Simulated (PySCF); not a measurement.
# Electron correlation in Bi⁺ (bismuth, charge +1)

[Xe] 4f14 5d10 6s2 6p2, high-spin 3P determinant. Calculation: PySCF 2.14, in def2-TZVPPD with the def2 core potential (60 electrons); scalar relativity through the core potential. Frozen: 5s2 5p6 5d10; 4 electrons correlated.

```json
{"level": "CCSD", "correlation energy (mhartree)": "-48.30"}
{"level": "(T)", "correlation energy (mhartree)": "-0.91"}
{"level": "CCSD(T)", "correlation energy (mhartree)": "-49.21"}
```

Diagnostics: T1 = 0.0058, D1 = 0.0149, largest double amplitude 0.070.

Spin-orbit coupling is strong in this species (close to jj coupling), so the high-spin LS determinant is a model state, not a physical level.

Cost of the coupled-cluster step: roughly 1 core-seconds, for 4 correlated electrons.

Iterations:

```
CC2 = 0
CCSD nocc = (np.int64(3), np.int64(1)), nmo = (47, 47)
frozen orbitals [[0, 1, 2, 3, 4, 5, 6, 7, 8], [0, 1, 2, 3, 4, 5, 6, 7, 8]]
max_cycle = 100
direct = 0
conv_tol = 1e-08
conv_tol_normt = 1e-06
diis_space = 8
diis_start_cycle = 0
Init t2, MP2 energy = -0.0383024145597943
Init E_corr(UCCSD) = -0.0383024145654581
cycle = 1  E_corr(UCCSD) = -0.0457337607625859  dE = -0.0074313462  norm(t1,t2) = 0.034506
cycle = 2  E_corr(UCCSD) = -0.0474997528731562  dE = -0.00176599211  norm(t1,t2) = 0.0112826
cycle = 3  E_corr(UCCSD) = -0.0483165790450076  dE = -0.000816826172  norm(t1,t2) = 0.00444724
cycle = 4  E_corr(UCCSD) = -0.048302259334969  dE = 1.431971e-05  norm(t1,t2) = 0.000677651
cycle = 5  E_corr(UCCSD) = -0.048305235521095  dE = -2.97618613e-06  norm(t1,t2) = 8.45963e-05
cycle = 6  E_corr(UCCSD) = -0.0483048150455333  dE = 4.20475562e-07  norm(t1,t2) = 1.27494e-05
cycle = 7  E_corr(UCCSD) = -0.0483049838508137  dE = -1.6880528e-07  norm(t1,t2) = 1.99483e-06
cycle = 8  E_corr(UCCSD) = -0.0483049248799907  dE = 5.89708231e-08  norm(t1,t2) = 2.97317e-07
cycle = 9  E_corr(UCCSD) = -0.0483049315632661  dE = -6.68327545e-09  norm(t1,t2) = 6.04515e-08
UCCSD converged
E(UCCSD) = -213.3402734316494  E_corr = -0.04830493156326611
UCCSD(T) correction = -0.000914297449443934
```

Spin-orbit coupling is strong in this species, so the high-spin LS determinant is a model state.
